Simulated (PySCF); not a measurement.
Sb(Cl)2(Me) (CH3Cl2Sb), SMILES [CH3][Sb]([Cl])[Cl].

Geometry optimised at B3LYP-D3(BJ)/def2-SVP. A frequency run showed that this geometry is not a minimum. The structure was generated by enumeration; whether it is a known compound was not checked. The def2 effective core potentials stand for the cores of Sb; spin–orbit coupling is left out.

Method: PySCF with r2SCAN/def2-TZVP.

The molecule is in vacuum.

Computed frontier levels, gap, dipole moment and polarisability:
| Item | Value |
|---|---|
| highest occupied level | -6.89 eV |
| lowest empty level | -2.41 eV |
| orbital gap | 4.48 eV |
| dipole moment | 3.30 D |
| quadrupole, principal values (traceless, Buckingham form, about the centre of nuclear charge) | -5.69, 2.10, 3.59 D·Å |
| mean static polarisability | 77.4 bohr³ (11.46 Å³) |
| polarisability, principal values | 66.0, 79.2, 86.9 bohr³ |
